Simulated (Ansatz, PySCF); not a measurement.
Breaking the O6–H7 bond in CH4OSn (SMILES [CH3][Sn][OH]) (multiplicity 1 held, fragments rigid). Energies count from the point at 0.963 Å.
Geometry at that point (charge 0, multiplicity 1):
```tsv
atom	x (Å)	y (Å)	z (Å)
Sn	0.0224	-0.0636	0.3886
C	0.4195	1.6072	-0.9817
H	-0.2020	2.4693	-0.7259
H	0.2008	1.2878	-2.0005
H	1.4642	1.9210	-0.9117
O	-0.5375	-1.2505	-1.1305
H	-0.7986	-2.1366	-0.8572
```

Restricted levels (R-, RO-) in cc, def2 and unpolarised 6-31G sets keep to the state of the molecule at rest. U- levels take the lowest unrestricted solution at each point, which mixes spins at long bonds. Curves can end on different states.

Rows in 3-21G, LANL2DZ carry no dispersion term and start afresh at each structure; the Pople sets are all-electron and without relativity. LANL2DZ brings its own core potentials from Na on.

Codes used: Ansatz (an electronic-structure program) with Gaussian orbitals; PySCF for 3-21G rows, LANL2DZ rows. Each number belongs to the level named beside it. In def2 rows elements past Kr take small-core potentials, without spin–orbit coupling.

Task: One of these levels gives 152.17 kcal/mol for the energy at R = 3.083 Å. Which?
A. R-HF/3-21G
B. U-HF/LANL2DZ
C. R-B3LYP/def2-TZVPP
D. R-PBE/def2-TZVPP

Result: C, R-B3LYP/def2-TZVPP. The others give 211.35 (R-HF/3-21G), 76.61 (U-HF/LANL2DZ), 135.05 (R-PBE/def2-TZVPP)

Doubts at one or more of the structures used: a restricted determinant that unrestricted orbitals would lower (R-HF/3-21G, R-PBE/def2-TZVPP, R-B3LYP/def2-TZVPP); a spin-contaminated determinant (U-HF/LANL2DZ).
